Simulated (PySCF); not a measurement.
Te(Me)(NH2) (CH5NTe), SMILES C[Te]N. Atoms are numbered in the order given.

```xyz
8

Te     0.3730     0.0523     0.0000
C     -0.9006    -1.7233     0.0000
H     -1.5243    -1.7386    -0.9035
H     -1.5243    -1.7386     0.9035
H     -0.2342    -2.5989     0.0000
N     -1.0584     1.5382     0.0000
H     -1.6515     1.4650     0.8272
H     -1.6515     1.4650    -0.8272
```
Charge 0, spin multiplicity 1.

Geometry: B3LYP-D3(BJ)/def2-SVP. The def2 effective core potentials stand for the cores of Te; spin–orbit coupling is left out. Other conformers were not sampled.

All values below come from TDA-CAM-B3LYP/def2-SVPD (PySCF).

Vertical excitations. Gas-phase values at a fixed geometry. State labels are in the subgroup Cs.

Computed UV-visible absorptions:
```tsv
state	symmetry	energy (eV)	λ (nm)	f	main pairs
S1	A"	3.62	342	0.001	HOMO→LUMO 89 %
S2	A"	4.71	263	0.001	HOMO→LUMO+1 78 %
S3	A'	5.33	233	0.005	HOMO−1→LUMO 92 %
S4	A"	5.35	232	0.094	HOMO→LUMO+2 88 %
S5	A'	6.18	201	0.037	HOMO→LUMO+3 97 %
S6	A"	6.36	195	0.028	HOMO→LUMO+4 88 %
S7	A"	6.58	188	0.035	HOMO→LUMO+5 84 %
S8	A'	6.75	184	0.039	HOMO−1→LUMO+1 50 %, HOMO−2→LUMO 39 %
S9	A'	6.81	182	0.077	HOMO−2→LUMO 32 %, HOMO−1→LUMO+2 27 %, HOMO−1→LUMO+1 26 %, HOMO−1→LUMO+4 5 %
S10	A'	7.21	172	0.094	HOMO−1→LUMO+2 51 %, HOMO−1→LUMO+1 11 %, HOMO−2→LUMO 11 %, HOMO−1→LUMO+4 9 %
T1	A"	2.96	418	0	HOMO→LUMO 88 %
T2	A"	3.97	312	0	HOMO→LUMO+1 69 %, HOMO→LUMO+5 18 %
T3	A'	4.76	260	0	HOMO−1→LUMO 85 %
T4	A"	5.16	240	0	HOMO→LUMO+2 88 %
```
Triplets are in the Tamm–Dancoff approximation.
